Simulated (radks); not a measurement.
Spherical quantum dot in the effective-mass picture: electrons in a hard-walled sphere of radius 2.67, with a point charge +2 (a donor) at the centre, all in effective atomic units (hartree* = m*/eps^2 hartree, bohr* = eps/m* bohr), one dielectric constant everywhere. Method: non-relativistic Kohn-Sham, LDA (Slater exchange, Perdew-Wang correlation), spin-polarised, spherical densities; computed with a radial shooting solver with Libxc functionals. Levels are named by radial order and angular momentum (1s, 1p, 1d, 2s, ...), and open shells are averaged over m. Results are scaled to m* = 0.279 and eps = 9.1, for which hartree* = 91.68 meV and bohr* = 1.726 nm.

N = 23, configuration 1s2 1p6 1d10 2s2 1f(up 3, down 0). This is the lowest configuration that the search found. Occupied and some empty levels:

level,occupation,eigenvalue (meV),<r> (nm)
1s up,1,985.94,2.586
1s down,1,989.51,2.552
1p up,3,1036.4,3.087
1p down,3,1041.2,3.080
1d up,5,1100.7,3.242
1d down,5,1105.8,3.239
2s up,1,1113.0,1.884
2s down,1,1115.0,1.909
1f up,3,1184.9,3.353
1f down,0,1190.2,3.352
1g up,0,1287.8,3.441
1g down,0,1293.2,3.440
2p up,0,1302.8,2.329
2p down,0,1305.1,2.329
2d up,0,1452.3,2.597
2d down,0,1455.3,2.595

Energy (meV): total 13054.2, kinetic 4887.3, external -2918.9, Hartree 12370, exchange-correlation -1284.0.
